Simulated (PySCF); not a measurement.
oxetane-3-carbaldehyde (C4H6O2), SMILES C1(COC1)C=O.

Geometry: ωB97X-D3(BJ)/def2-SVP. The values are those of a single conformer.

Method: PySCF with ωB97X/def2-TZVP.

Symmetry labels are those of the subgroup Cs that the program uses (full group Cs).

Problem. List the valence orbital energies around the gap with their symmetry. (The exact figures need the calculation; the answer reports its results.)

Solution. 
| orbital | symmetry | energy (eV) |
|---|---|---|
| HOMO−7 | A' | -15.36 |
| HOMO−6 | A" | -14.63 |
| HOMO−5 | A' | -14.40 |
| HOMO−4 | A" | -13.97 |
| HOMO−3 | A" | -12.14 |
| HOMO−2 | A' | -12.05 |
| HOMO−1 | A' | -10.40 |
| HOMO | A' | -9.97 |
| LUMO | A" | 1.28 |
| LUMO+1 | A' | 3.24 |
| LUMO+2 | A' | 3.45 |
| LUMO+3 | A' | 3.80 |
